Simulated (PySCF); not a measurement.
A structure optimised at PBE0-D3(BJ)/def2-SVP, used in a PySCF frequency run:

```
Hf
F 1 1.9037
F 1 1.9037 2 109.47
F 1 1.9037 2 109.47 3 -120.00
F 1 1.9037 2 109.47 3 120.00
```

Q: Write its SMILES, formula and point group.

A: [F][Hf]([F])([F])[F], F₄Hf, Td

Q: What are its rotational constants (standard atomic weights)?

A: 2.7526, 2.7526, 2.7526 GHz
